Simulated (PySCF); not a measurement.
C3H13NSi2. Atoms are numbered in the order given.

```xyz
19

C     -3.1563    -0.2804     0.4504
Si    -1.3055    -0.4605     0.7218
N     -0.5084     0.1685    -0.6955
C      0.9293     0.2612    -0.9457
C      1.5497    -1.0570    -1.4397
Si     1.9045     0.9764     0.5359
H     -3.7133    -0.6297     1.3345
H     -3.4255     0.7713     0.2649
H     -3.4913    -0.8804    -0.4118
H     -0.8545     0.3290     1.9057
H     -0.9982    -1.8971     1.0308
H     -1.0360     0.0497    -1.5586
H      1.0868     1.0236    -1.7342
H      2.6161    -0.9394    -1.6942
H      1.4663    -1.8458    -0.6743
H      1.0265    -1.4156    -2.3429
H      1.9415     0.0110     1.6734
H      3.3068     1.2139     0.0806
H      1.3120     2.2633     0.9971
```
Charge 0, spin multiplicity 1.

Coordinates come from a B3LYP-D3(BJ)/def2-SVP optimisation. The structure was generated by enumeration; whether it is a known compound was not checked. One conformer was computed; it need not be the lowest.

The numbers are results of B3LYP/def2-TZVP in PySCF, not measurements.

Atomic charges (e):

```csv
atom,Mulliken,Löwdin
C1,-0.48,-0.46
Si2,0.39,0.19
N3,-0.43,-0.09
C4,-0.04,-0.46
C5,-0.33,-0.31
Si6,0.22,0.29
H7,0.12,0.13
H8,0.13,0.13
H9,0.12,0.12
H10,-0.06,-0.04
H11,-0.09,-0.05
H12,0.19,0.17
H13,0.08,0.15
H14,0.11,0.12
H15,0.12,0.12
H16,0.09,0.11
H17,-0.05,-0.04
H18,-0.06,-0.04
H19,-0.05,-0.04
```

Computed Mayer and Wiberg (Löwdin basis) orders of the bonds:
| bond | Mayer | Wiberg |
|---|---|---|
| C1–Si2 | 0.99 | 1.22 |
| Si2–N3 | 1.12 | 1.39 |
| N3–C4 | 0.96 | 1.34 |
| C4–C5 | 0.95 | 1.26 |
| C4–Si6 | 0.96 | 1.08 |
| C1–H7 | 0.96 | 0.90 |
| C1–H8 | 0.95 | 0.91 |
| C1–H9 | 0.95 | 0.91 |
| Si2–H10 | 0.94 | 0.91 |
| Si2–H11 | 0.92 | 0.92 |
| N3–H12 | 0.91 | 0.88 |
| C4–H13 | 0.94 | 0.81 |
| C5–H14 | 0.97 | 0.90 |
| C5–H15 | 0.97 | 0.90 |
| C5–H16 | 0.97 | 0.90 |
| Si6–H17 | 0.94 | 0.95 |
| Si6–H18 | 0.95 | 0.94 |
| Si6–H19 | 0.95 | 0.95 |
